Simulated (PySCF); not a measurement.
## Electron correlation in Rb⁺ (rubidium, charge +1)

[Kr], closed-shell 1S. Computed with PySCF 2.14 in jorge-DZP-DKH (8s6p2d, 36 functions), with scalar relativity by spin-free X2C-1e. Frozen: [Ar] 3d10 4s2; 6 electrons correlated.

Total MP2 correlation energy: -67.04 mhartree.

Same-spin part -20.66 and opposite-spin part -46.38 mhartree; SCS-MP2 scales them by 1/3 and 6/5 to -62.55 mhartree.

| level | correlation energy (mhartree) |
| --- | --- |
| CCSD | -74.53 |
| (T) | -0.03 |
| CCSD(T) | -74.56 |

Diagnostics: T1 = 0.00016, D1 = 0.0002, largest double amplitude 0.042.

Cost of the coupled-cluster step: 0.07 s of wall time on 1 thread of Neoverse-V1 (shared host), for 6 correlated electrons.

Iterations:

```
CC2 = 0
CCSD nocc = 3, nmo = 21
frozen orbitals [0, 1, 2, 3, 4, 5, 6, 7, 8, 9, 10, 11, 12, 13, 14]
max_cycle = 100
direct = 0
conv_tol = 1e-08
conv_tol_normt = 1e-06
diis_space = 8
diis_start_cycle = 0
Init t2, MP2 energy = -2978.76912271243  E_corr(MP2) -0.0670413743479047
Init E_corr(CCSD) = -0.0670413743479073
cycle = 1  E_corr(CCSD) = -0.073603817060236  dE = -0.00656244271  norm(t1,t2) = 0.0154469
cycle = 2  E_corr(CCSD) = -0.0743565247962991  dE = -0.000752707736  norm(t1,t2) = 0.00311347
cycle = 3  E_corr(CCSD) = -0.0745354976819149  dE = -0.000178972886  norm(t1,t2) = 0.000850363
cycle = 4  E_corr(CCSD) = -0.0745337534203533  dE = 1.74426156e-06  norm(t1,t2) = 4.60396e-05
cycle = 5  E_corr(CCSD) = -0.0745339267240082  dE = -1.73303655e-07  norm(t1,t2) = 2.51538e-06
cycle = 6  E_corr(CCSD) = -0.074533949762975  dE = -2.30389668e-08  norm(t1,t2) = 3.53614e-07
cycle = 7  E_corr(CCSD) = -0.0745339499368663  dE = -1.73891332e-10  norm(t1,t2) = 1.97909e-08
CCSD converged
E(CCSD) = -2978.776615288023  E_corr = -0.07453394993686631
CCSD(T) correction = -3.29250910174919e-05
```
